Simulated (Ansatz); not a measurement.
`C1=N[SiH2]N1`, relaxed with RKS PBE-D4/def2-SVP in Ansatz 0.2.0 from a rough embedded geometry. The force threshold is 0.03 eV/Å; the program also tests the step.

The species carries charge 0 and has multiplicity 1.

Start:

```xyz
8

C    -0.550   -0.256    1.036
N     0.541   -0.807    0.861
Si    0.699   -0.153   -0.726
N    -0.744    0.283   -0.221
H    -1.341   -0.123    1.812
H     1.653    0.959   -0.806
H     0.629   -1.214   -1.785
H    -0.887    1.310   -0.171
```

```tsv
step	energy (eV)	largest force (eV/Å)	largest move (Å)
1	-11942.7214	9.754	0.000
2	-11944.3010	4.020	0.157
3	-11944.7410	0.823	0.160
4 (rejected)	-11944.7355	1.362	0.077
5	-11944.7932	0.276	0.038
6	-11944.8212	0.145	0.100
7 (rejected)	-11944.8141	0.257	0.099
8	-11944.8294	0.072	0.050
9	-11944.8334	0.141	0.075
10 (rejected)	-11944.8058	1.308	0.085
11 (rejected)	-11944.8330	0.180	0.016
12	-11944.8340	0.034	0.008
13	-11944.8341	0.012	0.010
```

End:

```xyz
8

C    -0.532   -0.192    1.004
N     0.540   -0.949    0.944
Si    0.785   -0.221   -0.678
N    -0.770    0.531   -0.164
H    -1.216   -0.117    1.881
H     1.923    0.747   -0.821
H     0.699   -1.101   -1.891
H    -1.429    1.302   -0.275
```

Run time 14 s (2 threads of an Arm Neoverse V2 on a shared host); peak host memory 0.12 GiB.
